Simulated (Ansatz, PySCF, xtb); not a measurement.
Reaction (SMILES): O[Si](O)(O)Cl [chloro(trihydroxy)silane] + 4 [H][H] (H2) -> Cl (HCl) + 3 O (H2O) + [SiH4] (SiH4)
Structures are relaxed separately at B3LYP-D3(BJ)/def2-TZVP in Ansatz (an electronic-structure program), one conformer each, not searched for the lowest. Frequencies are from Ansatz or PySCF.

Wanted: energy of full hydrogenation (enthalpy at 298 K, with B3LYP-D3(BJ) rigid-rotor harmonic-oscillator terms), in kJ/mol. Cores are frozen in the correlated levels unless marked. No spin-orbit coupling. Non-relativistic. Basis-set limits of correlation are two-point, X^-3; Hartree-Fock from the larger set. The bracket is a focal-point correction in the basis named.

```tsv
level	program	energy of full hydrogenation (kJ/mol)
GFN1-xTB	xtb	394.7
PBE/def2-TZVPD	Ansatz	341.3
BLYP-D3(BJ)/def2-TZVPD	Ansatz + dftd3	___
PBE0-D4/def2-TZVPD	Ansatz + dftd4	359.3
PBE0/def2-TZVP	Ansatz	369.6
BHLYP-D3(BJ)/def2-TZVPD	Ansatz + dftd3	380.6
TPSSh-D4/def2-TZVPD	PySCF + dftd4	___
CAM-B3LYP/def2-TZVPD	Ansatz	364.3
LC-wPBE/def2-TZVPD	Ansatz	355.7
wB97M-V/def2-TZVPD	Ansatz	380.1
wB97X-V/def2-TZVPD	Ansatz	371.9
wB97X/def2-TZVPD	Ansatz	354.8
RPA@PBE/cc-pV(Q+d)Z	Ansatz	368.6
CCSD(T) with core electrons (1s frozen past Ne)/cc-pwCVTZ	Ansatz	___
RI-MP2/CBS(aug-cc-pV(T+d)Z,aug-cc-pV(Q+d)Z)+[CCSD(T)-MP2]/aug-cc-pV(T+d)Z	Ansatz	___
```

Q: Fill in the missing entries.

A: 
- BLYP-D3(BJ)/def2-TZVPD, energy of full hydrogenation (kJ/mol): 366.2
- TPSSh-D4/def2-TZVPD, energy of full hydrogenation (kJ/mol): 388.9
- CCSD(T) with core electrons (1s frozen past Ne)/cc-pwCVTZ, energy of full hydrogenation (kJ/mol): 394.3
- RI-MP2/CBS(aug-cc-pV(T+d)Z,aug-cc-pV(Q+d)Z)+[CCSD(T)-MP2]/aug-cc-pV(T+d)Z, energy of full hydrogenation (kJ/mol): 383.6
